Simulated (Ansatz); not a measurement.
Rb3H4⁻, relaxed as a singlet with RKS PBE0-D4/def2-TZVPD in Ansatz, starting from the GFN2-xTB geometry. Force threshold 0.02 eV/Å.

In the def2 sets Rb takes a core potential; there is no spin–orbit coupling. Another isomer (singlet) lies 0.39 eV lower at PBE0-D4/def2-TZVPD; other spin states weren't run for this one.

Start:

```xyz
7

Rb    1.936   -0.192    0.938
Rb   -1.062    2.073   -0.414
Rb   -0.805   -2.541   -0.265
H     0.450   -0.172   -2.134
H     0.942   -3.705    0.462
H     0.107    0.396    2.338
H    -1.570    4.141   -0.926
```

(1) Estimate the energy that the relaxation releases and the steps that it takes.

(2) Does the start keep its bonding?

(3) Predict the relaxed structure.

Results:

(1) 26.0 kcal/mol, in 9 steps; 5.5 s on 4 threads of AMD EPYC 9R45 on a shared host. No frequencies were taken in this run, so the end may be a saddle point.

(2) Bonds formed: Rb1–H4, Rb1–H5, Rb2–H4, Rb2–H6, Rb3–H4, Rb3–H6 (atoms count from 1).

(3) 
```
atom   x (Å)   y (Å)   z (Å)
 Rb1   2.144  -0.781   0.639
 Rb2  -0.838   2.064  -0.395
 Rb3  -0.974  -2.162  -0.054
  H4   0.458  -0.271  -1.560
  H5   1.350  -3.377   0.651
  H6  -0.370   0.015   1.635
  H7  -1.770   4.513  -0.916
```
Bond lengths (bridged metal pairs left out): 9 × H–Rb 2.67 to 2.92 Å.
